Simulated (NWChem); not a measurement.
Species: BaCl cation; SMILES [Cl][Ba+]

Computed with NWChem. def2 effective core potentials on Ba; no spin-orbit coupling. Each level has its own optimisation; frequencies are unscaled.

For level BLYP/def2-SVP:

```yaml
highest harmonic frequency (cm⁻¹): 323
```

What are these values for level CAM-B3LYP/def2-SVP?

The highest harmonic frequency (cm⁻¹) is 336.
